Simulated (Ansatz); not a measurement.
Wavefunction ladder for GaH$_{4}$OSb (`[GaH2][O][SbH2]`)

```xyz
7

Ga    0.3171   -1.4362    0.1591
O    -0.9853   -0.3058   -0.3029
Sb   -0.9510    1.6206   -0.6320
H     1.7596   -0.8388    0.2678
H    -0.1571   -2.9046    0.3838
H    -0.7326    2.0978    1.0093
H     0.7492    1.7671   -0.8851
```

The species carries charge 0 and has multiplicity 1. Correlated methods include outer-core shells of Ga, Sb, which these sets cover unevenly. Scalar relativity is left out up to krypton. Sb takes the def2 core potential. All single points use the PBE0-D4/def2-TZVP geometry. Frozen core, restricted reference, Ansatz.

```json
{"basis": "def2-SVP", "HF (Eh)": "-2239.37985", "MP2 corr.": "-0.52747", "CCSD corr.": "-0.54721", "(T)": "-0.01647", "CCSD(T) total": "-2239.94353"}
{"basis": "def2-TZVPP", "HF (Eh)": "-2239.74115", "MP2 corr.": "-0.82667", "CCSD corr.": "-0.83082", "(T)": "-0.02934", "CCSD(T) total": "-2240.60131"}
{"basis": "def2-QZVPP", "HF (Eh)": "-2239.78890", "MP2 corr.": "-1.33230", "CCSD corr.": "–", "(T)": "–", "CCSD(T) total": "–"}
```
